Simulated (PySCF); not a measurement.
Adding and removing an electron: LiTl

RHF-CCSD; PySCF, scalar-relativistic core potentials, basis sets Li def2-SVP, Tl def2-SVP with ECP60. Neutral (RHF): singlet (closed shell), Re = 3.056 Å, ωe = 248 cm⁻¹, De = 0.79 eV.

LiTl⁺ (UHF): doublet (σ ↑), Re = 3.321 Å, ωe = 174 cm⁻¹. The energies at the minima are -179.03568 hartree for LiTl and -178.85854 for LiTl⁺.

Q: Work out the adiabatic ionisation energy, without and with harmonic zero-point energies (1 hartree = 27.2114 eV, 1 eV = 8065.5 cm⁻¹), and the change of the bond length.

A: At CCSD: 0.17714 hartree = 4.820 eV between the minima; the zero-point term (174.0 − 248.0)/2 cm⁻¹ = -0.005 eV makes it 4.816 eV. Re changes by +26.5 pm against the neutral. The electron leaves a σ orbital, and the longer bond of the ion fits a bonding orbital, or a change in how ionic the bond is.

Correlated steps freeze 4 core orbitals. Correlated levels converge slowly with the basis: in double zeta they bind strong bonds too weakly, by up to about 1 eV, and carry superposition errors of some tenths. These are scalar-relativistic numbers at best; spin–orbit coupling would shift them, the dissociation energy most. Where the molecule has an RHF reference, its open-shell atoms are computed with UHF. States were picked by a PBE0 search and need not be the measured ground states.

Neutral and ion stand on different kinds of reference determinant, which adds to the error of the difference.
